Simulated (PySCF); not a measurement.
C3H6OSi. Atoms are numbered in the order given.

```xyz
11

C      0.3068    -2.4677     0.0000
C      0.7188    -1.1959     0.0000
C     -0.2740    -0.0740     0.0000
O     -1.4737    -0.2820     0.0000
Si     0.2874     1.7760     0.0000
H     -0.7666    -2.6855     0.0000
H      1.0095    -3.3062     0.0000
H      1.7833    -0.9371     0.0000
H      1.7749     1.9033     0.0000
H     -0.2726     2.4212    -1.2189
H     -0.2726     2.4212     1.2189
```

The structure is a stationary point at ωB97X-D3(BJ)/def2-SVP. The values are those of a single conformer.

Method: PySCF with PBE/pcSseg-1.

GIAO shieldings, no solvent; atoms listed in one row are averaged. δ = σ(ref) − σ: ¹³C against TMS (σ = 182.0 ppm); ¹⁷O against H2O (σ = 334.3 ppm); ²⁹Si against TMS (σ = 335.4 ppm); ¹H against TMS (σ = 31.49 ppm), references at their B3LYP-D3(BJ)/def2-TZVP geometries, non-relativistic.

```
nucleus         atoms  count  δ (ppm)
-------  ------------  -----  -------
¹³C                C3      1    226.5
¹³C                C2      1    144.0
¹³C                C1      1    132.7
¹⁷O                O4      1    805.9
²⁹Si              Si5      1    -95.0
¹H                 H8      1     7.20
¹H                 H6      1     6.64
¹H                 H7      1     5.80
¹H       H9, H10, H11      3     4.35
```
